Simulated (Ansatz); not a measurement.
Frontier orbitals of C2H7BOS, SMILES `COB(C)S`.

Z-matrix (Å, degrees):
```
C
O 1 1.413
H 1 1.094 2 111.0
H 1 1.090 2 107.8 3 119.4
H 1 1.094 2 111.0 3 -121.2
B 2 1.353 1 122.7 3 60.1
S 6 1.831 2 118.6 1 -0.0
C 6 1.566 2 119.0 1 179.9
H 7 1.341 6 95.7 2 180.0
H 8 1.094 6 111.1 2 -120.1
H 8 1.094 6 111.2 2 121.4
H 8 1.092 6 111.3 2 0.6
```

Total charge 0; spin multiplicity 1. The geometry is a stationary point of PBE0-D4/def2-TZVP. It is one conformer, not always the lowest. Basis def2-TZVPP, Ansatz 0.2.0.

```json
{"functional": "PBE", "HOMO (eV)": "-6.36", "LUMO (eV)": "-0.56", "gap (eV)": "5.80"}
{"functional": "revPBE", "HOMO (eV)": "-6.30", "LUMO (eV)": "-0.46", "gap (eV)": "5.84"}
{"functional": "PBE0", "HOMO (eV)": "-7.60", "LUMO (eV)": "0.42", "gap (eV)": "8.02"}
{"functional": "B3LYP", "HOMO (eV)": "-7.34", "LUMO (eV)": "0.21", "gap (eV)": "7.55"}
{"functional": "r2SCANh", "HOMO (eV)": "-7.10", "LUMO (eV)": "0.13", "gap (eV)": "7.23"}
{"functional": "CAM-B3LYP", "HOMO (eV)": "-8.92", "LUMO (eV)": "1.39", "gap (eV)": "10.31"}
{"functional": "LC-ωPBE", "HOMO (eV)": "-10.33", "LUMO (eV)": "2.64", "gap (eV)": "12.97"}
{"functional": "ωB97M-V", "HOMO (eV)": "-9.81", "LUMO (eV)": "2.01", "gap (eV)": "11.82"}
```

Against PBE, PBE0 changes HOMO and LUMO by −1.24 and +0.99 eV, ωB97M-V by −3.45 and +2.58 eV. A gap of 5.80 eV thus becomes 11.82 eV for the same molecule, so an orbital gap means little without its functional. A positive LUMO is unbound and depends on the basis.

B3LYP here is the variant with VWN-RPA as its local correlation; programs differ in this. LC-ωPBE has ω = 0.4 bohr⁻¹.
